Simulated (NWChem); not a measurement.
System: CH4MgO; SMILES [Mg]([OH])[CH3]

Parts of the log:

```
             Northwest Computational Chemistry Package (NWChem) 7.3.0
             --------------------------------------------------------

                             Geometry "geometry" -> ""
                             -------------------------

 Output coordinates in angstroms (scale by  1.889725989 to convert to a.u.)

  No.       Tag          Charge          X              Y              Z
 ---- ---------------- ---------- -------------- -------------- --------------
    1 Mg                  12.0000     0.31556200     0.17263800    -0.00012600
    2 C                    6.0000     0.29258200    -1.92099600    -0.00008300
    3 H                    1.0000     1.19739200    -2.34040700    -0.48895700
    4 H                    1.0000    -0.58925400    -2.32224700    -0.54319200
    5 H                    1.0000     0.25702000    -2.33116700     1.03140900
    6 O                    8.0000     0.46585600     1.96135200     0.00192600
    7 H                    1.0000     0.11064000     2.85652700    -0.00229800

 Effective nuclear repulsion energy (a.u.)      80.1258184106

                              NWChem Property Module
                              ----------------------

                                 NWChem DFT Module
                                 -----------------

 Summary of "ao basis" -> "ao basis" (spherical)
 ------------------------------------------------------------------------------
       Tag                 Description            Shells   Functions and Types
 ---------------- ------------------------------  ------  ---------------------
 Mg                       sadlej pvtz               14       32   7s5p2d
 C                        sadlej pvtz               10       24   5s3p2d
 H                        sadlej pvtz                5        9   3s2p
 O                        sadlej pvtz               10       24   5s3p2d

            General Information
            -------------------
          SCF calculation type: DFT
          Wavefunction type:  closed shell.
          No. of atoms     :     7
          No. of electrons :    30
           Alpha electrons :    15
            Beta electrons :    15
          Charge           :     0
          Spin multiplicity:     1
          Use of symmetry is: off; symmetry adaption is: off
          Maximum number of iterations: 150
          AO basis - number of functions:   116
                     number of shells:    54
          Convergence on energy requested:  1.00D-06
          Convergence on density requested:  1.00D-05
          Convergence on gradient requested:  5.00D-04

              XC Information
              --------------
                         PBE0 Method XC Functional
                     Hartree-Fock (Exact) Exchange  0.250
          PerdewBurkeErnzerhof Exchange Functional  0.750
            Perdew 1991 LDA Correlation Functional  1.000 local
           PerdewBurkeErnz. Correlation Functional  1.000 non-local

             Grid Information
             ----------------
          Grid used for XC integration:  medium
          Radial quadrature: Mura-Knowles
          Angular quadrature: Lebedev.
          Tag              B.-S. Rad. Rad. Pts. Rad. Cut. Ang. Pts.
          ---              ---------- --------- --------- ---------
          Mg                  1.50       88          14.0       590
          C                   0.70       49          16.0       434
          H                   0.35       45          17.0       434
          O                   0.60       49          15.0       434
          Grid pruning is: on
          Number of quadrature shells:   366
          Spatial weights used:  Erf1

      Superposition of Atomic Density Guess
      -------------------------------------

 Sum of atomic energies:        -314.05391792

      Non-variational initial energy
      ------------------------------

 Total energy =    -314.737721
 1-e energy   =    -593.502125
 2-e energy   =     198.638586
 HOMO         =      -0.354052
 LUMO         =      -0.081767

   convergence    iter        energy       DeltaE   RMS-Dens  Diis-err
 ---------------- ----- ----------------- --------- --------- ---------
 d= 0,ls=0.0,diis     1   -315.5447313933 -3.96D+02  2.04D-02  9.41D-01
 d= 0,ls=0.0,diis     2   -315.2917689844  2.53D-01  8.30D-03  3.30D+00
 d= 0,ls=0.0,diis     3   -315.6383342058 -3.47D-01  2.06D-03  2.53D-02
 d= 0,ls=0.0,diis     4   -315.6406472121 -2.31D-03  6.84D-04  3.96D-03
 d= 0,ls=0.0,diis     5   -315.6411361070 -4.89D-04  2.16D-04  2.98D-04
  Resetting Diis
 d= 0,ls=0.0,diis     6   -315.6411784830 -4.24D-05  5.67D-05  4.22D-06
 d= 0,ls=0.0,diis     7   -315.6411789994 -5.16D-07  7.63D-06  1.32D-07

         Total DFT energy =     -315.641178999401
      One electron energy =     -597.040976472785
           Coulomb energy =      233.074698065003
    Exchange-Corr. energy =      -31.800719002238
 Nuclear repulsion energy =       80.125818410619

 Numeric. integr. density =       29.999997994896

                       DFT Final Molecular Orbital Analysis
                       ------------------------------------

 Vector   13  Occ=2.000000D+00  E=-2.900219D-01
              MO Center=  4.2D-01,  1.7D+00,  1.3D-03, r^2= 1.7D+00
   Bfn.  Coefficient  Atom+Function         Bfn.  Coefficient  Atom+Function
  ----- ------------  ---------------      ----- ------------  ---------------
    89      0.628422  6 O  px                92      0.301711  6 O  px
     6     -0.174809  1 Mg s                 90      0.169430  6 O  py
    39     -0.130287  2 C  py                96      0.128092  6 O  py
     5     -0.125526  1 Mg s                 15      0.125093  1 Mg py
    58      0.118089  3 H  s                 93      0.094111  6 O  py

 Vector   14  Occ=2.000000D+00  E=-2.843542D-01
              MO Center=  4.5D-01,  1.9D+00,  1.6D-03, r^2= 8.7D-01
   Bfn.  Coefficient  Atom+Function         Bfn.  Coefficient  Atom+Function
  ----- ------------  ---------------      ----- ------------  ---------------
    91      0.682518  6 O  pz                94      0.330928  6 O  pz
    97      0.095427  6 O  pz               104     -0.059984  6 O  d -1
   113      0.055087  7 H  pz                10     -0.053662  1 Mg pz
    13      0.043521  1 Mg pz                76      0.039574  5 H  s
    29      0.036064  1 Mg d -1             116      0.034393  7 H  pz

 Vector   15  Occ=2.000000D+00  E=-2.671630D-01
              MO Center=  3.3D-01, -1.2D+00,  2.8D-04, r^2= 2.5D+00
   Bfn.  Coefficient  Atom+Function         Bfn.  Coefficient  Atom+Function
  ----- ------------  ---------------      ----- ------------  ---------------
    39      0.505734  2 C  py                36      0.273421  2 C  s
     5      0.266035  1 Mg s                  6      0.260642  1 Mg s
    89      0.170873  6 O  px                15     -0.153939  1 Mg py
     9      0.129389  1 Mg py                67     -0.129114  4 H  s
    12     -0.127882  1 Mg py                76     -0.125714  5 H  s

 Vector   16  Occ=0.000000D+00  E=-3.468339D-02
              MO Center=  3.1D-02,  5.4D-02, -4.1D-03, r^2= 1.0D+01
   Bfn.  Coefficient  Atom+Function         Bfn.  Coefficient  Atom+Function
  ----- ------------  ---------------      ----- ------------  ---------------
     7      0.629077  1 Mg s                  6      0.482696  1 Mg s
    37     -0.384930  2 C  s                  5      0.355903  1 Mg s
    36     -0.268439  2 C  s                 39     -0.163300  2 C  py
    87     -0.151960  6 O  s                 32      0.147660  1 Mg d  2
    35     -0.139311  2 C  s                 45     -0.138197  2 C  py

 Vector   17  Occ=0.000000D+00  E= 2.979126D-03
              MO Center=  5.8D-01,  3.8D-02,  2.6D-02, r^2= 1.8D+01
   Bfn.  Coefficient  Atom+Function         Bfn.  Coefficient  Atom+Function
  ----- ------------  ---------------      ----- ------------  ---------------
    20      0.684645  1 Mg px                59     -0.400569  3 H  s
    21     -0.347580  1 Mg py               110      0.244901  7 H  s
    14      0.237478  1 Mg px                17      0.222213  1 Mg px
    37      0.183720  2 C  s                109      0.170737  7 H  s
    96     -0.161979  6 O  py                44      0.154146  2 C  px

 Vector   18  Occ=0.000000D+00  E= 3.722407D-03
              MO Center=  2.7D-01,  1.3D-01, -1.8D-02, r^2= 1.8D+01
   Bfn.  Coefficient  Atom+Function         Bfn.  Coefficient  Atom+Function
  ----- ------------  ---------------      ----- ------------  ---------------
    22      0.704439  1 Mg pz                16      0.254131  1 Mg pz
    19      0.228902  1 Mg pz                77     -0.203593  5 H  s
    91     -0.132330  6 O  pz                46      0.121988  2 C  pz
    59      0.102361  3 H  s                 76     -0.097178  5 H  s
    97     -0.097332  6 O  pz                94     -0.087211  6 O  pz

     Multipole analysis of the density
     ---------------------------------

     L   x y z        total         alpha         beta         nuclear
     -   - - -        -----         -----         ----         -------
     0   0 0 0     -0.000000    -15.000000    -15.000000     30.000000

[...]

 DFT Linear Response polarizability / au
 Frequency  =       0.0000000 / au
              X              Y              Z
 -----------------------------------------------
 X      39.6632472      0.7675892     -0.0077816
 Y       0.7676027     55.7230662      0.0107076
 Z      -0.0077816      0.0107076     39.6977738
 -----------------------------------------------
 Eigenvalues =      39.6256914     55.7596769     39.6987190
 Isotropic   =      45.0280291
 Anisotropic =      16.0975959
 -----------------------------------------------

 Magnetic Dipole Response Matrix (nonzero elements):

 Exiting AOResponse driver routine
```

Level: PBE0/Sadlej pVTZ. Geometry: optimised at PBE-D3(BJ)/def2-SVP.

Write an input that gives this output.

One answer among several that fit: the input that was run:
```
start job
memory heap 200 mb stack 900 mb global 1100 mb
geometry units angstroms noautosym nocenter noautoz
  Mg     0.315562     0.172638    -0.000126
  C      0.292582    -1.920996    -0.000083
  H      1.197392    -2.340407    -0.488957
  H     -0.589254    -2.322247    -0.543192
  H      0.257020    -2.331167     1.031409
  O      0.465856     1.961352     0.001926
  H      0.110640     2.856527    -0.002298
end
basis spherical
  * library sadlej_pvtz
end
dft
  xc pbe0
  iterations 150
end
property
  response 1 0.0
end
task dft property
```
